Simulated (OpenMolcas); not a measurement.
SiBr at 2.260 Å: OpenMolcas input and output

Input (each module block was a call of its own in one work directory; start orbitals came from a preliminary run):

```
&GATEWAY
Coord
2
angstrom
Br 0.0 0.0 0.0
Si 0.0 0.0 2.2600
Basis=ANO-RCC-VTZP
Group=XY
RX2C
AMFI
ANGMom
0.0 0.0 0.0
RICD
&SEWARD
&GUESSORB
* RASSCF and CASPT2 blocks for each multiplicity and irrep, as for the first:
&RASSCF
FileOrb=$CurrDir/o22.orb
Symmetry=2
Spin=2
nActEl=9 0 0
Inactive=12 8
RAS2=3 4
CIRoot=8 8 1
Linear
Iterations=120 100
OrbListing=Nothing
PRWF=0.15
>>COPY $Project.RasOrb $CurrDir/o22.orb
>>COPY $Project.rasscf.h5 $CurrDir/r22.h5
&CASPT2
XMultistate=all
Imaginary=0.2
IPEA=0.25
MaxIter=40
>>COPY $Project.JobMix JOB001
&RASSI
Nr of JobIphs=4 8 5 5 4
1 2 3 4 5 6 7 8
1 2 3 4 5
1 2 3 4 5
1 2 3 4
SpinOrbit
EJob
Omega
MEES
MESO
Properties=4
'AngMom' 3 'Mltpl  1' 1 'Mltpl  1' 2 'Mltpl  1' 3
Thrs=1.0d-4
>>COPY $Project.rassi.h5 $CurrDir/so.h5
```

```bash
pymolcas m.inp
```

C2 symmetry about the axis (a holds Σ, Δ, Γ; b holds Π, Φ, H; Σ⁺ and Σ⁻ are not told apart); roots by multiplicity and irrep: 2b 8, 4a 5, 2a 5, 4b 4.

RASSI part of the output, in excerpt:

```
SPIN-FREE ENERGIES:
  (Shifted by EMIN (a.u.) =      -2894.2683762014)
 SF State       Relative EMIN(au)   Rel lowest level(eV)    D:o, cm**(-1)      Abs_M
     1             0.0000000000        0.0000000000              0.0000         1.0
     2             0.0000000007        0.0000000186              0.0002         1.0
     9             0.0976862894        2.6581793524          21439.6624         0.0
    14             0.1046636387        2.8480426998          22971.0135         0.0
    15             0.1603659452        4.3637796768          35196.2567         2.0
    16             0.1606071663        4.3703436361          35249.1986         2.0
    19             0.1654178123        4.5012479826          36305.0134         1.0
    20             0.1654178123        4.5012479826          36305.0134         1.0
    17             0.1794773058        4.8838262907          39390.7155         0.0
     3             0.1822955527        4.9605146962          40009.2492         1.0
     4             0.1822955572        4.9605148179          40009.2502         1.0
    18             0.1910709440        5.1993052565          41935.2250         0.0
     5             0.2060585045        5.6071375539          45224.6143         3.0
     6             0.2060585060        5.6071375969          45224.6147         3.0
    21             0.2081730906        5.6646783745          45688.7123         1.0
    22             0.2081730906        5.6646783745          45688.7123         1.0
     7             0.2157227337        5.8701146277          47345.6674         1.0
     8             0.2157227337        5.8701146277          47345.6674         1.0
    10             0.2553982822        6.9497413040          56053.4438         0.0
    11             0.2632261765        7.1627491597          57771.4681         2.0
    12             0.2632838811        7.1643193810          57784.1327         2.0
    13             0.2634590884        7.1690870135          57822.5863         0.0
++ Dipole transition strengths (spin-free states):
     for osc. strength at least  1.00000000E-05
      From   To        Osc. strength     Einstein coefficients Ax, Ay, Az (sec-1)    Total A (sec-1)
         1   14       8.05217628E-04  1.17330701E+04  2.71677351E+05  0.00000000E+00  2.83410421E+05
         1   15       2.21433806E-02  3.07114695E+03  1.82938959E+07  0.00000000E+00  1.82969670E+07
         1   16       2.22011629E-02  1.83970504E+07  2.89131002E+03  0.00000000E+00  1.83999417E+07
         1   17       2.31034162E-02  2.29208709E+07  9.90593164E+05  0.00000000E+00  2.39114640E+07
         1    4       1.76271102E-02  0.00000000E+00  0.00000000E+00  1.88210640E+07  1.88210640E+07
         1   18       3.93327327E-02  1.92056713E+06  4.42169587E+07  0.00000000E+00  4.61375259E+07
         1    5       8.03440525E-05  0.00000000E+00  0.00000000E+00  1.09608871E+05  1.09608871E+05
         1    7       2.86374001E-03  0.00000000E+00  0.00000000E+00  4.28189782E+06  4.28189782E+06
         1    8       5.25271120E-02  0.00000000E+00  0.00000000E+00  7.85391572E+07  7.85391572E+07
         2   14       8.05217685E-04  2.71677367E+05  1.17330707E+04  0.00000000E+00  2.83410438E+05
         2   15       2.21433812E-02  1.82938962E+07  3.07114624E+03  0.00000000E+00  1.82969674E+07
         2   16       2.22011637E-02  2.89131170E+03  1.83970509E+07  0.00000000E+00  1.83999422E+07
         2   17       2.31034172E-02  9.90593231E+05  2.29208717E+07  0.00000000E+00  2.39114649E+07
         2    3       1.76271276E-02  0.00000000E+00  0.00000000E+00  1.88210815E+07  1.88210815E+07
         2   18       3.93327326E-02  4.42169583E+07  1.92056714E+06  0.00000000E+00  4.61375254E+07
         2    6       8.03430292E-05  0.00000000E+00  0.00000000E+00  1.09607476E+05  1.09607476E+05
         2    7       5.25272171E-02  0.00000000E+00  0.00000000E+00  7.85393138E+07  7.85393138E+07
         2    8       2.86374380E-03  0.00000000E+00  0.00000000E+00  4.28190346E+06  4.28190346E+06
         9   19       1.67382878E-03  2.00196785E+05  4.65227831E+04  0.00000000E+00  2.46719568E+05
         9   20       1.67382878E-03  4.65227828E+04  2.00196785E+05  0.00000000E+00  2.46719567E+05
         9   21       4.35073360E-03  7.31518952E+03  1.69913720E+06  0.00000000E+00  1.70645239E+06
         9   22       4.35073363E-03  1.69913721E+06  7.31519042E+03  0.00000000E+00  1.70645240E+06
         9   13       1.00394614E-02  0.00000000E+00  0.00000000E+00  8.86436921E+06  8.86436921E+06
        14    3       3.65050290E-05  6.80255760E+03  2.66217571E+02  0.00000000E+00  7.06877517E+03
        14    4       3.65050063E-05  2.66217300E+02  6.80255428E+03  0.00000000E+00  7.06877158E+03
        14   18       7.97548992E-04  0.00000000E+00  0.00000000E+00  1.91323878E+05  1.91323878E+05
        15    3       1.53981444E-04  2.37924715E+03  7.83014171E-03  0.00000000E+00  2.37925498E+03
        15    4       1.53981698E-04  7.82730523E-03  2.37925205E+03  0.00000000E+00  2.37925988E+03
        15    5       4.52606497E-04  7.86258301E+03  2.24988757E+04  0.00000000E+00  3.03614587E+04
        15    6       4.52607307E-04  2.24989326E+04  7.86258257E+03  0.00000000E+00  3.03615152E+04
        15    7       3.60354226E-04  3.40450020E+04  1.43488884E+03  0.00000000E+00  3.54798908E+04
        15    8       3.60354303E-04  1.43488294E+03  3.40450154E+04  0.00000000E+00  3.54798984E+04
        16    3       1.46875547E-04  4.51458281E-02  2.21976006E+03  0.00000000E+00  2.21980520E+03
        16    4       1.46875430E-04  2.21975919E+03  4.51532566E-02  0.00000000E+00  2.21980435E+03
        16    5       5.06128090E-04  2.61400952E+04  7.45413333E+03  0.00000000E+00  3.35942285E+04
        16    6       5.06127312E-04  7.45413639E+03  2.61400428E+04  0.00000000E+00  3.35941792E+04
        16    7       2.96341165E-04  2.30663213E+03  2.66169070E+04  0.00000000E+00  2.89235391E+04
        16    8       2.96340613E-04  2.66168437E+04  2.30664150E+03  0.00000000E+00  2.89234852E+04
        19   22       1.12806030E-05  0.00000000E+00  0.00000000E+00  6.62556124E+02  6.62556124E+02
        19   10       1.20196780E-04  6.14271719E+03  2.51252920E+04  0.00000000E+00  3.12680092E+04
        19   11       1.63109060E-04  4.51754203E+04  4.95957264E+03  0.00000000E+00  5.01349930E+04
        19   12       1.63205275E-04  4.96836266E+03  4.52554132E+04  0.00000000E+00  5.02237759E+04
        19   13       2.17108288E-04  5.40510803E+04  1.29999101E+04  0.00000000E+00  6.70509904E+04
        20   21       1.12806033E-05  0.00000000E+00  0.00000000E+00  6.62556144E+02  6.62556144E+02
        20   10       1.20196783E-04  2.51252939E+04  6.14271605E+03  0.00000000E+00  3.12680100E+04
        20   11       1.63109057E-04  4.95957394E+03  4.51754181E+04  0.00000000E+00  5.01349921E+04
        20   12       1.63205302E-04  4.52554340E+04  4.96835045E+03  0.00000000E+00  5.02237844E+04
        20   13       2.17108261E-04  1.29998945E+04  5.40510873E+04  0.00000000E+00  6.70509818E+04
        17    3       3.74104413E-05  3.66666750E-01  9.18022057E+00  0.00000000E+00  9.54688732E+00
        17    4       3.74104989E-05  9.18026384E+00  3.66668482E-01  0.00000000E+00  9.54693232E+00
        17    7       1.68613093E-05  1.25885126E+02  5.85834004E+02  0.00000000E+00  7.11719130E+02
        17    8       1.68612385E-05  5.85831051E+02  1.25885092E+02  0.00000000E+00  7.11716143E+02
         3   18       1.62496975E-05  3.86392722E+01  1.56656771E+00  0.00000000E+00  4.02058399E+01
         3    7       4.73557575E-04  0.00000000E+00  0.00000000E+00  1.70013409E+04  1.70013409E+04
         3    8       2.80298561E-05  0.00000000E+00  0.00000000E+00  1.00630876E+03  1.00630876E+03
         4   18       1.62497077E-05  1.56656817E+00  3.86392561E+01  0.00000000E+00  4.02058243E+01
         4    7       2.80298295E-05  0.00000000E+00  0.00000000E+00  1.00630754E+03  1.00630754E+03
         4    8       4.73557167E-04  0.00000000E+00  0.00000000E+00  1.70013217E+04  1.70013217E+04
        21   10       9.45029738E-04  6.74264473E+04  2.91504809E+02  0.00000000E+00  6.77179521E+04
        21   11       7.70453997E-04  4.13313426E+04  3.36962361E+04  0.00000000E+00  7.50275787E+04
        21   12       7.71261535E-04  3.38023043E+04  4.14614428E+04  0.00000000E+00  7.52637471E+04
        22   10       9.45029726E-04  2.91504821E+02  6.74264463E+04  0.00000000E+00  6.77179511E+04
        22   11       7.70453998E-04  3.36962362E+04  4.13313426E+04  0.00000000E+00  7.50275788E+04
        22   12       7.71261582E-04  4.14614467E+04  3.38023050E+04  0.00000000E+00  7.52637517E+04
 Electric-quadrupole - electric-quadrupole not included
 Electric-dipole - electric-octupole not included
 Electric-dipole - magnetic-quadrupole not included
   Eigenvalues of complex Hamiltonian:
  (Shifted by EMIN (a.u.) =      -2894.2683762014)
 SO State       Relative EMIN(au)   Rel lowest level(eV)    D:o, cm**(-1)      Omega
     1            -0.0009681908        0.0000000000              0.0000         0.5
     2            -0.0009681908        0.0000000000              0.0000         0.5
     3             0.0007038095        0.0454974437            366.9616         1.5
     4             0.0007038095        0.0454974437            366.9616         1.5
     5             0.0974181633        2.6772290805          21593.3088         0.5
     6             0.0974181633        2.6772290805          21593.3088         0.5
     7             0.0974912022        2.6792165708          21609.3390         1.5
     8             0.0974912022        2.6792165708          21609.3390         1.5
     9             0.1045794502        2.8720976261          23165.0296         0.5
    10             0.1045794502        2.8720976261          23165.0296         0.5
    11             0.1597891940        4.3744312893          35282.1678         1.9
    12             0.1597891940        4.3744312893          35282.1678         1.9
    13             0.1600396222        4.3812457877          35337.1304         2.2
    14             0.1600396222        4.3812457877          35337.1304         2.2
    15             0.1603410358        4.3894476694          35403.2830         2.5
    16             0.1603410358        4.3894476694          35403.2830         2.5
    17             0.1629100611        4.4593544091          35967.1189         1.5
    18             0.1629100611        4.4593544091          35967.1189         1.5
    19             0.1652345705        4.5226075311          36477.2898         0.5
    20             0.1652345705        4.5226075311          36477.2898         0.5
    21             0.1684482272        4.6100555849          37182.6059         0.5
    22             0.1684482272        4.6100555849          37182.6059         0.5
    23             0.1796678541        4.9153571874          39645.0294         0.5
    24             0.1796678541        4.9153571874          39645.0294         0.5
    25             0.1840522167        5.0346617694          40607.2857         0.5
    26             0.1840522167        5.0346617694          40607.2857         0.5
    27             0.1850614700        5.0621249519          40828.7912         1.5
    28             0.1850614700        5.0621249519          40828.7912         1.5
    29             0.1912642793        5.2309119909          42190.1505         0.5
    30             0.1912642793        5.2309119909          42190.1505         0.5
    31             0.2009482495        5.4944262456          44315.5363         3.5
    32             0.2009482495        5.4944262456          44315.5363         3.5
    33             0.2069558840        5.6579023087          45634.0597         0.5
    34             0.2069558840        5.6579023087          45634.0597         0.5
    35             0.2074986901        5.6726728151          45753.1918         0.5
    36             0.2074986901        5.6726728151          45753.1918         0.5
    37             0.2082320551        5.6926286927          45914.1468         1.5
    38             0.2082320551        5.6926286927          45914.1468         1.5
    39             0.2091622711        5.7179411593          46118.3057         2.5
    40             0.2091622711        5.7179411593          46118.3057         2.5
    41             0.2117246104        5.7876659649          46680.6741         2.5
    42             0.2117246104        5.7876659649          46680.6741         2.5
    43             0.2119519260        5.7938515366          46730.5641         0.5
    44             0.2119519260        5.7938515366          46730.5641         0.5
    45             0.2200781006        6.0149760117          48514.0533         1.5
    46             0.2200781006        6.0149760117          48514.0533         1.5
    47             0.2533255532        6.9196852856          55811.0257         1.5
    48             0.2533255532        6.9196852856          55811.0257         1.5
    49             0.2553136142        6.9737831830          56247.3547         0.5
    50             0.2553136142        6.9737831830          56247.3547         0.5
    51             0.2586808291        7.0654097669          56986.3729         3.5
    52             0.2586808291        7.0654097669          56986.3729         3.5
    53             0.2618809283        7.1524889017          57688.7135         2.5
    54             0.2618809283        7.1524889017          57688.7135         2.5
    55             0.2640825108        7.2123970143          58171.9050         0.5
    56             0.2640825108        7.2123970143          58171.9050         0.5
    57             0.2649879019        7.2370339630          58370.6154         1.5
    58             0.2649879019        7.2370339630          58370.6154         1.5
    59             0.2659066434        7.2620341907          58572.2558         1.5
...
```

Only roots inside an energy window near the equilibrium distance were included, so the list of states is not complete; labels number the states computed. Each spin and symmetry block has orbitals of its own, averaged over its own roots, so gaps between blocks are less sure than gaps within one and near the minimum can be off by tenths of an eV, in bad cases by more. No Rydberg orbitals are active, so Rydberg states, and σ→σ* states whose orbital the CASSCF left unused, can be missing between those listed. CASPT2 splits the two components of degenerate states numerically, here by up to 53 cm⁻¹.
